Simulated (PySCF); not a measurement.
A structure optimised at B3LYP-D3(BJ)/def2-SVP, used in a PySCF frequency run:

```
B
O 1 1.3421
H 2 0.9702 1 113.83
Cl 1 1.7885 2 119.53 3 0.00
Ge 1 2.0762 2 120.90 3 180.00
H 5 1.5429 1 112.28 2 0.00
H 5 1.5443 6 108.42 1 121.96
H 5 1.5443 6 108.42 7 116.07
```

Task: Write its SMILES, formula and point group.

Result: O[B](Cl)[GeH3], BClGeH4O, Cs

Task: What are its rotational constants (standard atomic weights)?

Result: 5.9845, 1.6793, 1.3329 GHz
